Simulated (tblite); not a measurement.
C8H7N3Si.
Numbering: `[CH:1]#[C:2][c:3]1[cH:4][cH:5][c:6]([SiH3:7])[c:8]2[nH:9][n:10][n:11][c:12]12` (hydrogens: H13 on C1; H14 on C4; H15 on C5; H16, H17, H18 on Si7; H19 on N9)

Computed geometry: GFN2-xTB, gas phase.

Task: What internal coordinates does the optimisation give?

Result: 
```csv
bond,length (pm)
C1≡C2,120.1
C2–C3,141.0
C3–C4,138.8
C4–C5,139.5
C5–C6,138.7
C6–Si7,188.4
C6–C8,139.6
C8–N9,136.1
N9–N10,134.2
N10–N11,126.4
N11–C12,136.2
C3–C12,140.5
C8–C12,141.7
C1–H13,104.9
C4–H14,108.0
C5–H15,108.1
"Si7–H16, Si7–H17, Si7–H18",146.5
N9–H19,100.6
```

Bonds in one row agree within 1 pm and their mean is given. A selection of angles:
```csv
angle,degrees
C2–C1–H13,179.3
C1–C2–C3,179.4
C2–C3–C4,122.1
C2–C3–C12,121.6
C4–C3–C12,116.2
C3–C4–C5,122.1
C3–C4–H14,118.8
C5–C4–H14,119.1
C4–C5–C6,123.6
C4–C5–H15,118.0
C6–C5–H15,118.4
C5–C6–Si7,121.7
C5–C6–C8,114.3
Si7–C6–C8,124.0
C6–Si7–H16,108.7
H16–Si7–H17,109.8
H17–Si7–H18,110.8
C6–C8–N9,133.6
C6–C8–C12,123.5
N9–C8–C12,102.9
C8–N9–N10,110.0
C8–N9–H19,128.8
N10–N9–H19,121.2
N9–N10–N11,110.2
N10–N11–C12,109.1
C3–C12–N11,131.9
C3–C12–C8,120.3
C8–C12–N11,107.8
```

N9 (pyrrole-type nitrogen) is planar (angles 128.8°, 121.2° and 110.0°, sum 360.0°, 0.00 Å off the plane of its three neighbours). The 5-membered ring C8–N9–N10–N11–C12 has internal angles of 102.9° to 110.2°; it is planar, 0.00 Å rms from its mean plane, widest ring torsion 0°. Of the pairs four or more bonds apart, Si7···H19 is among the closest relative to their van der Waals radii: 3.28 Å, 100 % of the sum of Bondi's values. The 12 heavy atoms lie in one plane (0.003 Å rms). The 6-membered ring C3–C4–C5–C6–C8–C12 has internal angles of 114.3° to 123.6°; it is planar, 0.00 Å rms from its mean plane, widest ring torsion 0°. The 8 C–C bonds span 1.201 Å (C1≡C2, drawn triple) to 1.417 Å (C8–C12, aromatic), a spread of 0.216 Å. Si7 (SiH3 silicon) is tetrahedral (angles from 108.7° to 110.8°).

Point group: near Cs, missed by 0.20 Å at most; the miss may be what the optimiser left on a soft mode. GFN2-xTB frequencies show an imaginary mode (63i cm⁻¹), so the point is no minimum at that level.
